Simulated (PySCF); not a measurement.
Compound: C2H5N2PSi.
Numbering: `[SiH3:1][n:2]1[cH:3][p:4][cH:5][n:6]1`

NICS = −σ at a ghost point: NICS(0) at the centroid of the ring atoms, NICS(1) 1 Å to either side along the normal of their mean plane, zz for the tensor component along that normal. Level: GIAO PBE0/pcSseg-1 (PySCF, non-relativistic, gas phase) on the GFN2-xTB geometry, one conformer.

Ring bond lengths (Å), with Mayer bond orders in brackets: N2–C3 1.349 (1.19), C3–P4 1.716 (1.43), P4–C5 1.766 (1.22), C5–N6 1.301 (1.58), N6–N2 1.330 (1.15).

**Question.** What do the NICS probes read (ppm)?

**Answer.** 
| ring | type | NICS(0) | NICS(1), two faces | NICS(1)zz, two faces | rms pucker (Å) | centre to ring atoms, mean (Å) |
| --- | --- | --- | --- | --- | --- | --- |
| N2–C3–P4–C5–N6 | 5-membered ring with 2 N and P; formal bonds all aromatic | -13.6 | -13.3 / -13.3 | -32.8 / -32.8 | 0.00 | 1.26 |

**Question.** What can be read from them?

**Answer.** 
- N2–C3–P4–C5–N6: mean NICS(1)zz -32.8 ppm, shielded.

**Question.** What does the geometric index give? HOMA = 1 − mean of α(R − Ropt)² over the ring bonds, with Krygowski's 1993 parameters (CN: Ropt 1.334 Å, α 93.52 Å⁻²; CP: Ropt 1.698 Å, α 118.91 Å⁻²; NN: Ropt 1.309 Å, α 130.33 Å⁻²).

**Answer.** 
- N2–C3–P4–C5–N6: HOMA 0.84; the largest term is that of P4–C5, α(R − Ropt)² = 0.56.

**Question.** At the first NICS(1) probe listed for ring N2–C3–P4–C5–N6, 1 Å off the ring, how large is the induced field along the normal in 7.05 T applied along it?

**Answer.** NICSzz × B0 = -32.8 ppm × 7.05 T = -231 μT, against the applied field.
